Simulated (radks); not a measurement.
Species: S V. Configuration: [Ne] 3s2 (the NIST ground configuration).

Method: scalar-relativistic Kohn-Sham, BLYP, spin-polarised, spherical densities, finite nucleus; Fermi nuclear charge, rms radius 3.2611 fm; computed with a radial shooting solver on a logarithmic mesh with Libxc functionals.

Energy parts (eV):
| part | energy |
|---|---|
| total | -10749.180 |
| kinetic | 10793.111 |
| electron-nucleus | -24912.811 |
| Hartree | 4026.865 |
| exchange-correlation | -656.346 |

Orbitals (lengths in bohr, moments of r in powers of bohr):
\begin{tabular}{lrrr}
orbital & occ. & eigenvalue (eV) & <1/r> \\ \hline
1s & 2 & -2469.522 & 15.66 \\
2s & 2 & -270.9855 & 3.075 \\
2p & 6 & -216.2670 & 2.974 \\
3s & 2 & -65.9228 & 0.9499 \\
\end{tabular}

The highest occupied level is 3s at -65.923 eV. For comparison, the ionisation energy in NIST's Atomic Spectra Database is 72.595 eV (measured). In exact Kohn-Sham theory the highest level is minus the ionisation energy, but local and semilocal functionals leave it too shallow, through self-interaction and a potential that decays too fast; potentials with the right tail come closer. Summed over all electrons, <r^2> = 6.917 bohr^2, which gives a Langevin (diamagnetic) susceptibility term of -5.48 x 10^-6 cm^3/mol. The density falls to 0.001 e/bohr^3 at r = 2.81 bohr. The electron density at the nucleus is 2967 e/bohr^3 (large components only).
